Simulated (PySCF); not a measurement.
Species: C7H13NSi.
Cartesian coordinates in Å at the PBE0-D3(BJ)/def2-SVP level; atoms count from 1:
```xyz
22
C7H13NSi angstrom
C      3.296   -1.358    0.461
C      2.161   -0.976    0.650
C      0.790   -0.525    0.861
C     -0.264   -1.430    0.177
Si    -1.813   -0.340    0.169
N     -2.446   -0.192   -1.446
C     -0.937    1.246    0.718
C      0.550    0.953    0.440
C      0.907    1.210   -1.020
H      4.302   -1.697    0.299
H      0.604   -0.566    1.951
H     -0.361   -2.393    0.698
H      0.039   -1.647   -0.860
H     -2.823   -0.795    1.187
H     -2.745   -1.038   -1.922
H     -3.119    0.547   -1.626
H     -1.277    2.158    0.202
H     -1.109    1.400    1.796
H      1.193    1.589    1.072
H      0.817    2.282   -1.250
H      1.939    0.898   -1.238
H      0.227    0.674   -1.702
```

All values: PBE0/pcSseg-1 (PySCF, non-relativistic), on one gas-phase PBE0-D3(BJ)/def2-SVP geometry that isn't relaxed in the solvent. The solvent is an IEF-PCM continuum (cavity from Bondi-type radii × 1.2). Only the electrostatic response of the medium enters.

Gas phase at PBE0/pcSseg-1: HOMO -7.20 eV, LUMO 0.92 eV, dipole 1.75 D.

**Question.** What does the continuum do to the energy, the frontier levels and the dipole at PBE0/pcSseg-1 in tetrahydrofuran and acetonitrile?

**Answer.** 
```json
{"solvent": "tetrahydrofuran", "ε": "7.426", "E(solvent) − E(gas) (kcal/mol)": "-4.92", "polarisation term (kcal/mol)": "-5.34", "distortion of the solute (kcal/mol)": "0.42", "HOMO (eV)": "-7.14", "LUMO (eV)": "0.98", "dipole (D)": "2.17"}
{"solvent": "acetonitrile", "ε": "35.69", "E(solvent) − E(gas) (kcal/mol)": "-5.97", "polarisation term (kcal/mol)": "-6.61", "distortion of the solute (kcal/mol)": "0.64", "HOMO (eV)": "-7.14", "LUMO (eV)": "0.97", "dipole (D)": "2.25"}
```

The first energy column is the sum of the next two and covers electrostatics alone. From tetrahydrofuran to acetonitrile the lowering changes by a factor 1.21, Onsager's factor (ε − 1)/(2ε + 1) by 1.18 and ε itself by 4.8.

**Question.** Which radius a makes the point-dipole formula ΔE = −[(ε − 1)/(2ε + 1)]·μ²/a³ give the value in acetonitrile, with the gas-phase dipole?

**Answer.** μ = 0.689 au and |ΔE| = 0.00951 Eh give a = 1.53 Å; the farthest nucleus lies 4.64 Å from the centroid of the nuclei, so such a sphere wouldn't even hold the nuclei. The formula assumes a rigid point dipole at the centre of a sphere.

**Question.** Give the dipole vector in the frame of the coordinates (D, pointing from negative to positive charge), gas and acetonitrile.

**Answer.** Gas (-1.63, 0.22, -0.61), solvent (-2.16, 0.35, -0.54). Its length changes by +29 % and its direction by 7°.

**Question.** Which Hirshfeld charges (PBE0/pcSseg-1) respond most in acetonitrile (means over atoms taken as equivalent)?

**Answer.** 
```tsv
atoms	environment	gas (e)	solvent (e)	change
C1	terminal alkyne carbon	-0.131	-0.146	-0.015
C2	alkyne carbon	-0.033	-0.044	-0.011
H10	alkyne hydrogen	+0.089	+0.099	+0.010
H15/H16	N–H hydrogen	+0.116	+0.125	+0.009
H11	methine hydrogen	+0.048	+0.055	+0.007
N6	silicon-bound nitrogen	-0.311	-0.317	-0.006
```

**Question.** Which Mayer bond orders change most in acetonitrile?

**Answer.** 
```csv
bond,length (Å),gas,solvent,change
C1–C2,1.212,2.485,2.456,-0.029
Si5–N6,1.742,1.005,1.018,+0.013
C1–H10,1.074,1.147,1.156,+0.009
N6–H15,1.016,0.951,0.943,-0.008
N6–H16,1.015,0.951,0.943,-0.008
Si5–H14,1.504,0.899,0.893,-0.006
C2–C3,1.458,1.064,1.059,-0.005
C3–H11,1.106,0.901,0.896,-0.005
```
